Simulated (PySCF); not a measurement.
Compound: C4HF3N2Se.
SMILES with atom numbers: `[F:1][C:2]([F:3])=[C:4]([F:5])[c:6]1[cH:7][n:8][se:9][n:10]1` (hydrogens: H11 on C7)

Cartesian coordinates in Å at the PBE0-D3(BJ)/def2-SVP level; atoms count from 1:
```
atom  x, y, z in Å
F1    -1.8840   -1.6431    1.2308
C2    -1.9996   -0.5787    0.4971
F3    -3.2395   -0.3056    0.2002
C4    -0.9682    0.1700    0.0786
F5    -1.2472    1.2385   -0.6765
C6     0.4441   -0.0470    0.3565
C7     1.4614    0.8338   -0.1891
N8     2.6922    0.5528    0.1218
Se9    2.6618   -0.9061    1.1706
N10    0.8786   -1.0315    1.1040
H11    1.2383    1.6914   -0.8300
```

Computed with PySCF at PBE0/def2-SVPD, non-relativistic, on one gas-phase PBE0-D3(BJ)/def2-SVP geometry that isn't relaxed in the solvent. The solvent is an IEF-PCM continuum (cavity from Bondi-type radii × 1.2), and excitations are vertical TDDFT with non-equilibrium linear response and a frozen core. The model holds no explicit solvent molecules, cavitation or dispersion. Spin–orbit coupling is left out although an atom past zinc is present.

```json
{"run": "gas", "E − E(gas) (kcal/mol)": "0.00", "HOMO (eV)": "-7.14", "HOMO–LUMO gap (eV)": "4.81", "dipole (D)": "0.39", "lowest singlet (eV)": "4.20", "static polarisability (au)": "90.5"}
{"run": "P", "E − E(gas) (kcal/mol)": "-2.85", "HOMO (eV)": "-7.04", "HOMO–LUMO gap (eV)": "4.79", "dipole (D)": "0.41", "lowest singlet (eV)": "4.09", "static polarisability (au)": "114.3"}
{"run": "Q", "E − E(gas) (kcal/mol)": "-3.97", "HOMO (eV)": "-7.01", "HOMO–LUMO gap (eV)": "4.78", "dipole (D)": "0.40", "lowest singlet (eV)": "4.10", "static polarisability (au)": "125.2"}
```

Q: The runs were made in chloroform and methanol. Which run belongs to which solvent?

A: P = chloroform, Q = methanol. The dielectric constants are 4.711 (chloroform), 32.61 (methanol), and the energy falls further as ε rises. The optical constants n² used for the excitations are 2.09, 1.77 in the same order. In this model the ground state sees the solvent through ε alone.

Q: How constant is the ratio of the lowering to (ε − 1)/(2ε + 1)?

A: 
| solvent | (ε − 1)/(2ε + 1) | E − E(gas) (kcal/mol) | ratio (kcal/mol) | polarisation term (kcal/mol) |
| --- | --- | --- | --- | --- |
| chloroform | 0.356 | -2.85 | -8.0 | -3.08 |
| methanol | 0.477 | -3.97 | -8.3 | -4.44 |

The ratio changes by +4.1 % in size from chloroform to methanol. The polarisation term is half the interaction of the solute with the induced surface charges.
